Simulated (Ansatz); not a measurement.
`N[Si@H]1O[C@H]1Cl` + H₂O → `O[Si@@H]1O[C@@H]1Cl` + NH₃ at 298.15 K and 1 bar (formal hydrolysis of the Si–N bond).

Gas-phase electronic energies from Ansatz, PBE0-D4/def2-TZVP geometries. CCSD(T)/CBS adds triple-zeta CCSD(T) − MP2 to the extrapolated MP2 energy (def2 sets, frozen cores). This one scheme is used for every species. One conformer a species, not always the lowest.

| species | CCSD(T)/CBS energy (Eh) | H − E (kJ/mol) | S (J/(mol·K)) |
| --- | --- | --- | --- |
| `N[Si@H]1O[C@H]1Cl` | -919.21220 | 167.8 | 334.6 |
| H₂O | -76.37941 | 66.4 | 188.7 |
| `O[Si@@H]1O[C@@H]1Cl` | -939.09654 | 135.7 | 323.0 |
| NH₃ | -56.50880 | 100.5 | 192.4 |

H − E and S are ideal-gas, rigid-rotor, harmonic terms from PBE0-D4/def2-TZVP, for one conformer and one mirror image of each species. 1 Eh = 2625.50 kJ/mol, R = 8.31446 J/(mol·K).

**Question.** By hand: ΔE, ΔH, ΔS and ΔG.

**Answer.** ΔE = (-939.09654) + (-56.50880) − (-919.21220) − (-76.37941) = -0.01373 Eh = -36.0 kJ/mol. Δ(H − E) = 135.7 + 100.5 − 167.8 − 66.4 = 2.0, so ΔH = -34.0 kJ/mol. ΔS = 323.0 + 192.4 − 334.6 − 188.7 = -7.9 J/(mol·K). ΔG = -34.0 − 298.15 × (-7.9)/1000 = -31.6 kJ/mol.

**Question.** By hand: the equilibrium constant, and the temperature at which ΔG would vanish if ΔH and ΔS stayed fixed.

**Answer.** log₁₀ K = −ΔG/(RT ln 10) = 5.5. ΔG = 0 at ΔH/ΔS = 4304 K, far beyond where these terms or the molecules hold.

The number of gas molecules stays the same, so ΔS is small and ΔH decides. A doubt of 5 kJ/mol in ΔE shifts log₁₀ K by 0.9 here. Other conformers and mirror images would add mixing entropy, several J/(mol·K) or more a flexible species. These are equilibria of isolated gas molecules and say nothing of rates. Largest T1 diagnostic: 0.013 (customary marks: 0.02 for closed shells, 0.045 for open ones).
